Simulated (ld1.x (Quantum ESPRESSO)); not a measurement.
## Before and after: TM potential for krypton

ld1.x (Quantum ESPRESSO) 7.5 input, shortened:

```
&input
   title='Kr', zed=36., rel=1, dft='PZ', iswitch=3,
   config='[Ar] 3d10 4s2 4p5'
 /
 &inputp
   pseudotype=2, tm=.true., lloc=0,
   nlcc=.true., new_core_ps=.true.
 /
2
4P  2  1   5.00   0.00  1.35  1.35  0.0
4S  1  0   2.00   0.00  1.30  1.30  0.0
 &test
   configts(1)='4s2 4p5'
 /
```

Change: wave 4p (bound): rc 1.35 bohr becomes 4p (bound): rc 1.16 bohr.

Cutoffs: the cutoffs (Ry, on a coarse ladder) from which the occupation-weighted sum of valence levels, in a spherical-Bessel basis at the reference potential, stays within 10 and 1 mRy of its value at 400 Ry; they do not see the model core or the augmentation charge, which bear on the density cutoff. Errors are all-electron minus pseudo energies relative to the spin-unpolarised reference configuration.

Question: How do hardness, ghosts and transferability respond?

Answer: The potential gets harder (60 Ry and 110 Ry → 100 Ry and 230 Ry); both files keep a bound ghost (p); of the 8 tests that both files solve, the error grows in 6 and shrinks in 1 by more than 15 % and 0.3 meV (median size 7.3 → 17.4 meV). A smaller radius makes the pseudo-wave follow the all-electron one further in, where it bends more sharply, so more plane waves are needed.

| quantity | base | changed |
| --- | --- | --- |
| cutoff, loose | 60 Ry | 100 Ry |
| cutoff, tight | 110 Ry | 230 Ry |
| loose cutoff by channel (10 mRy a level) | p 30 Ry, s 45 Ry | p 80 Ry, s 45 Ry |
| bound ghosts | p | p |
| error for 4s2 4p6, meV [ΔE -14.44 eV] | -3.9 | -13 |
| error for 4s2 4p4, meV [ΔE 25.34 eV] | -15 | -24 |
| error for 4s2 4p3, meV [ΔE 62.61 eV] | -53 | -89 |
| error for 4s2 4p2, meV [ΔE 112.68 eV] | -109 | -178 |
| error for 4s1 4p6, meV [ΔE 14.54 eV] | -7.2 | -6.9 |
| error for 4s2 4p5.5, meV [ΔE -8.51 eV] | -0.3 | -2.8 |
| error for 4s2 4p5 (spin-polarised), meV [ΔE -0.18 eV] | +1.1 | -0.6 |
| error for 4s2 4p4 (spin-polarised), meV [ΔE 24.52 eV] | -7.4 | -22 |

 A true bound ghost makes a file unfit for plane-wave use even where its test errors are small: the radial tests pick states by their node count and pass the ghost by.
